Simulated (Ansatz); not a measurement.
Born–Oppenheimer molecular dynamics of CH8O2Si2 (13 atoms, charge 0, multiplicity 1). It starts from a relaxed structure.

Theory: RKS PBE0/STO-3G (Ansatz).

```yaml
ensemble: NVT, Nosé–Hoover chain
time_step: 0.5 fs
steps_asked: 166
set_temperature: 400 K
thermostat: time constant 1 fs, chain length 1
seed: 313446
```

First frame:

```xyz
13
Properties=species:S:1:pos:R:3
Si -0.070 -0.224 0.248
O 0.119 -0.308 1.920
Si -1.232 -0.128 2.927
H -2.180 -1.216 2.784
H -0.737 -0.115 4.284
H -1.940 1.109 2.662
H 1.156 0.317 -0.291
H -1.220 0.587 -0.124
O -0.186 -1.773 -0.471
C -1.469 -2.398 -0.226
H -1.615 -2.711 0.830
H -2.337 -1.762 -0.504
H -1.521 -3.313 -0.845
```

(1) How far do the bonds stretch over the last three quarters of this one trajectory? (Pairs bonded in most of those frames.)

Answers

(1) 
| bond | mean (Å) | spread (Å) | shortest | longest |
| --- | --- | --- | --- | --- |
| Si1–O2 | 1.679 | 0.022 | 1.65 | 1.73 |
| Si1–H7 | 1.448 | 0.015 | 1.42 | 1.48 |
| Si1–H8 | 1.458 | 0.036 | 1.38 | 1.51 |
| Si1–O9 | 1.714 | 0.044 | 1.65 | 1.79 |
| O2–Si3 | 1.692 | 0.026 | 1.64 | 1.74 |
| Si3–H4 | 1.461 | 0.049 | 1.38 | 1.55 |
| Si3–H5 | 1.447 | 0.022 | 1.40 | 1.49 |
| Si3–H6 | 1.452 | 0.015 | 1.42 | 1.48 |
| O9–C10 | 1.453 | 0.041 | 1.39 | 1.54 |
| C10–H11 | 1.115 | 0.022 | 1.07 | 1.16 |
| C10–H12 | 1.114 | 0.026 | 1.07 | 1.16 |
| C10–H13 | 1.109 | 0.031 | 1.06 | 1.18 |

Mean temperature of the second half: 401 K. The conserved energy stayed within 0.53 meV per atom of its start (net change 0.24 meV per atom), so the integration is sound. A run of 0.083 ps of so small a system gives no equilibrium averages. Limits of this set-up: minimal basis.

Run time: 6.7 min on 1 thread of Arm Neoverse V2, with other jobs on the host, peak memory 0.11 GiB.
